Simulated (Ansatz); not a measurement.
Program: Ansatz. Geometries: PBE0-D4/def2-TZVP. ΔE: electronic, gas phase. CCSD(T)/CBS adds triple-zeta CCSD(T) − MP2 to the extrapolated MP2 energy (def2 sets, frozen cores). DFT in def2-TZVPP. Each species was taken in one conformer, which may not be the lowest.

Reaction (cleavage of the Si–B bond): `OC1(F)NB1[SiH3]` + `OC(O)[SiH3]` → `OC([SiH3])O[SiH3]` + `OC1(F)BN1`

CCSD(T)/CBS gives -0.87 eV.

Q: Another level gave -0.90 eV. Which?
A. PBE0-D4/def2-TZVPP
B. ωB97M-V/def2-TZVPP
C. HF/def2-TZVPP
D. ωB97X-V/def2-TZVPP

A: B. ωB97M-V -0.90, PBE0-D4 -0.73, HF/def2-TZVPP -1.04, ωB97X-V -0.86 eV.

Largest T1 diagnostic among the species: 0.014.

In def2-TZVPP, CCSD(T) changes the Hartree–Fock value by +0.18 eV (the triples alone add +0.02 eV) and MP2 by +0.11 eV. The D4 term adds −0.04 eV with B3LYP and −0.02 eV with PBE0; it sums over pairs of atoms, weighted by their polarisabilities, and B3LYP, whose exchange is more repulsive, gets the larger term. From PBE to PBE0 (25 % exact exchange), in def2-TZVPP and without D4, ΔE moves by −0.06 eV.

B3LYP here is the variant with VWN-RPA as its local correlation; programs differ in this.
